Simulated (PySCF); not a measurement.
A run that did not reach its result, on `C1(CC1)BOB` (driver script around PySCF, density fitting, GFN2-xTB geometry as the base; each input is a line of settings and coordinates in Å).

Command:
```bash
OMP_NUM_THREADS=1 python probes_run.py task.json out
```
Input:
```
{"job": {"kind": "nmr", "xc": "B3LYP", "basis": "pcSseg-1", "pop": false, "scf": {"max_cycle": 1}}, "charge": 0, "multiplicity": 1}
B      2.293207     0.187534    -0.603002
O      1.561905    -0.077023     0.432123
B      0.750772    -0.326086     1.420314
C     -0.805492    -0.223765     1.205469
C     -1.408413    -0.615094    -0.127548
C     -1.368497     0.818150     0.261618
H      2.599665    -0.683911    -1.340027
H      2.655627     1.295812    -0.794804
H      1.202083    -0.627807     2.469521
H     -1.432386    -0.439472     2.063443
H     -2.358011    -1.129552    -0.122229
H     -0.733844    -0.951256    -0.901314
H     -0.666849     1.464635    -0.244933
H     -2.290446     1.307361     0.539228
```

Output:
```
final grid: 110224 points
cycle   1  E = -243.9905661649  dE =  7.686e-01  |g| = 6.971e-01  |ddm| = 3.143e+00
SCF not converged, last energy = -243.9905661649
```

Hardware: one thread, Intel Xeon Platinum 8259CL at 2.50 GHz (x86_64), on a shared host. Cost: 2.8 s of wall time, 0.60 GiB resident at most.

Q: Diagnose the run.

A: The cap of 1 cycle ended the SCF with an orbital gradient of 7.0e-01, before the energy threshold of 1e-09 Eh and the gradient threshold (its square root) were both met. Raise the cap. Its energy and orbitals aren't self-consistent and shouldn't be used.
